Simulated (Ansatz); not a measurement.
Two structures of Si2H8Cl2O2, closed shell, reached by relaxing down either side of one saddle point (PBE0-D4/def2-TZVP). Energies are electronic, without zero-point energy. Computed with Ansatz 0.2.0 (basis: def2-TZVPP and def2-QZVPP); correlated methods freeze the cores. Extrapolation: Hartree–Fock as exp(−7.88 √X), correlation as X^−2.97. First:

| atom | x (Å) | y (Å) | z (Å) |
| --- | --- | --- | --- |
| Si1 | -0.6414 | 1.4656 | -0.6564 |
| Si2 | 0.1135 | -0.4192 | -1.8068 |
| Cl3 | -1.8408 | 2.5583 | -1.9416 |
| Cl4 | -1.8912 | 0.9321 | 0.9224 |
| H5 | 0.3342 | 2.4439 | -0.1408 |
| H6 | 1.0310 | -0.4963 | 1.3685 |
| O7 | 1.4117 | 0.1297 | 0.7228 |
| H8 | -0.2459 | -2.3970 | 2.0740 |
| O9 | -0.1044 | -1.4867 | 2.3451 |
| H10 | -0.7728 | -0.6313 | -2.9837 |
| H11 | 0.0366 | -1.6204 | -0.9384 |
| H12 | 1.5011 | -0.1970 | -2.2813 |
| H13 | 1.9738 | 0.7276 | 1.2194 |
| H14 | -0.9055 | -1.0090 | 2.0966 |

Second:

| atom | x (Å) | y (Å) | z (Å) |
| --- | --- | --- | --- |
| Si1 | -0.1723 | 2.3445 | 0.4260 |
| Si2 | -0.1112 | -1.6756 | -1.6554 |
| Cl3 | -0.5126 | 2.2836 | -1.5880 |
| Cl4 | -1.8464 | 1.5626 | 1.3417 |
| H5 | -0.0273 | 3.7516 | 0.8207 |
| H6 | 0.9268 | -1.5900 | 2.1438 |
| O7 | 1.1310 | 1.5139 | 0.8639 |
| H8 | -1.2476 | -1.0611 | -0.9246 |
| O9 | 0.4759 | -1.0638 | 1.4790 |
| H10 | -0.4682 | -1.7813 | -3.0944 |
| H11 | 0.1424 | -3.0392 | -1.1228 |
| H12 | 1.1062 | -0.8426 | -1.5122 |
| H13 | 1.0353 | 0.5567 | 1.0404 |
| H14 | -0.4319 | -0.9589 | 1.7817 |

(1) Which bonds change from the first to the second?

(2) Give the saddle point's structure and its height above each. (To be estimated.)

No T1 diagnostic of these runs exceeds 0.012.

Results:

(1) Si₂H₄Cl₂ ([SiH3][SiH]([Cl])[Cl]) + H₂O + H₂O → SiH₂Cl₂O ([OH][SiH]([Cl])[Cl]) + SiH₄ + H₂O; bonds formed: Si1–O7, Si2–H8, H6–O9; bonds broken: Si1–Si2, H6–O7, H8–O9.

(2) By the calculation: 198.8 kJ/mol above the first and 299.6 kJ/mol above the second (CCSD(T) at an estimated basis limit (MP2 extrapolated from triple and quadruple zeta, plus CCSD(T) − MP2 in triple zeta)).
Si1  (-0.118, 1.193, -0.025)
Si2  (0.095, -0.868, -1.489)
Cl3  (-1.521, 1.625, -1.628)
Cl4  (-1.515, 1.406, 1.542)
H5  (0.612, 2.458, -0.265)
H6  (0.470, -0.824, 1.621)
O7  (1.179, 0.492, 0.923)
H8  (-0.414, -0.925, 0.307)
O9  (-0.320, -1.422, 1.440)
H10  (-1.084, -1.276, -2.281)
H11  (0.923, -2.058, -1.131)
H12  (0.992, 0.045, -2.249)
H13  (1.755, 1.157, 1.311)
H14  (-1.054, -1.005, 1.923)
(Å)

Labels in which every atom is bracketed show which atoms are joined, not bond orders.

For scale, one of the runs: CCSD(T)/def2-TZVPP, 342 basis functions, launched by `ansatz run in.yaml --threads 5 --pin off --events-out ev --progress --plain --max-ram 66560MiB --backend cuda --devices 0, --max-vram 37GiB`. Hardware: 5 CPU threads of an AMD EPYC 7R13 and a share of one NVIDIA H100, shared host. Wall time 20 s; peak host memory 0.83 GiB.
